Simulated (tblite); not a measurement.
C₅H₅BO₃.
Atom-mapped SMILES: `[BH2:1][CH2:2][O:3][c:4]1[cH:5][c:6](=[O:7])[c:8]1=[O:9]` (hydrogens: H10, H11 on B1; H12, H13 on C2; H14 on C5)

Computed with GFN2-xTB (tblite), gas phase: L-BFGS steps from a force-field or distance-geometry start until the largest atomic force falls under 0.01 eV/Å.

Geometry at step 21:
```
atom  x, y, z in Å
B1      2.8448   -0.6163   -0.2142
C2      1.5159    0.0874    0.2852
O3      0.3898   -0.6136   -0.2789
C4     -0.7926   -0.1566    0.0122
C5     -1.3331    0.8266    0.8041
C6     -2.7128    0.5222    0.3993
O7     -3.8078    0.9206    0.6729
C8     -2.1321   -0.5720   -0.5272
O9     -2.5270   -1.3541   -1.3355
H10     2.8256   -1.7853   -0.2300
H11     3.7651    0.0180   -0.5591
H12     1.4661    0.0174    1.3842
H13     1.4185    1.1563    0.0579
H14    -0.9209    1.5489    1.4869
```

**Question.** What forces act on the atoms?

**Answer.** 
```tsv
atom	Fx (eV/Å)	Fy (eV/Å)	Fz (eV/Å)
B1	-0.009	-0.008	-0.011
C2	0.124	0.040	0.039
O3	0.035	0.107	0.119
C4	-0.053	0.046	-0.037
C5	-0.008	-0.063	-0.020
C6	0.022	-0.040	0.105
O7	0.019	0.039	-0.023
C8	-0.183	0.093	0.017
O9	0.042	-0.059	-0.007
H10	0.109	0.121	-0.092
H11	-0.073	-0.106	0.152
H12	0.008	-0.058	-0.042
H13	-0.007	-0.074	-0.121
H14	-0.028	-0.038	-0.078
```

The largest, 0.21 eV/Å, acts on C8; the rms over all components is 0.074 eV/Å. The forces sum to zero within rounding, as they must for an isolated molecule in no field.

**Question.** Give the force on C8 in Eh/bohr and in nN.

**Answer.** 0.206 eV/Å ÷ 51.422 = 0.00401 Eh/bohr, and 0.206 eV/Å × 1.602 = 0.33 nN.

**Question.** How far is this geometry from the end of the optimisation?

**Answer.** 0.105 eV above it, and 0.303 Å rms away after alignment. The bonds farthest from their final lengths, with half the difference of the two atoms' forces along the bond (positive lengthens):

| bond | now (Å) | final (Å) | force along bond (eV/Å) |
| --- | --- | --- | --- |
| B1–C2 | 1.584 | 1.571 | -0.04 |
| B1–H10 | 1.169 | 1.163 | -0.06 |
| C4–C8 | 1.503 | 1.508 | +0.04 |
| B1–H11 | 1.170 | 1.165 | -0.08 |
| C5–C6 | 1.470 | 1.466 | -0.03 |
| C2–H12 | 1.102 | 1.099 | -0.03 |

The angle farthest from its final value is B1–C2–H13, 116.2° against 110.6°.

What follows is the cost of the whole relaxation. On an Arm Neoverse V1 with one thread (shared host), this took 0.53 s of wall time.
